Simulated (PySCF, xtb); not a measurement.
(3S)-1,3-dimethylcyclobutene (C6H10), SMILES C1[C@H](CC=1C)C.

GFN2-xTB (xtb) at its own geometry gives an orbital gap of 5.04 eV and a dipole moment of 0.47 D.

The structure is a stationary point at PBE0-D3(BJ)/def2-SVP.

Task: What does B3LYP/def2-TZVP run with PySCF give? (The exact figures need the calculation; the answer reports its results.)

Result: gap 6.88 eV (levels -6.54 and 0.35 eV), dipole 0.36 D.
